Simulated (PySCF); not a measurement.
## LiSb⁺, PBE0: how much the basis matters

PySCF, UKS reference; quartet, unpaired electrons σ ↑, π ↑↑; De to Li⁺ + Sb without counterpoise correction.

```tsv
basis	relativity	functions	Re (Å)	ωe (cm⁻¹)	De (eV)	μ (D)
def2-SVP	scalar-relativistic core potentials	35	2.957	200	0.45	-10.31
cc-pVDZ/cc-pVDZ-PP	scalar-relativistic core potentials	37	2.947	223	0.53	-9.96
aug-cc-pVDZ/aug-cc-pVDZ-PP	scalar-relativistic core potentials	55	2.950	220	0.53	-9.88
```

How does each smaller set differ from the one with most functions, aug-cc-pVDZ/aug-cc-pVDZ-PP?

def2-SVP: +0.7 pm, -9.1 % in ωe, -0.08 eV in De; cc-pVDZ/cc-pVDZ-PP: -0.3 pm, +1.4 % in ωe, +0.00 eV in De. All at PBE0; the set with most functions is neither the basis-set limit nor always the best.

A positive dipole points towards Sb; it is taken about the centre of mass and depends on that origin. These are scalar-relativistic numbers at best; spin–orbit coupling would shift them, the dissociation energy most. For an ion De counts to the pair picked by the measured ionisation energies or electron affinities, which need not be the lowest pair at this level. The state was picked by a PBE0 search and need not be the measured ground state.
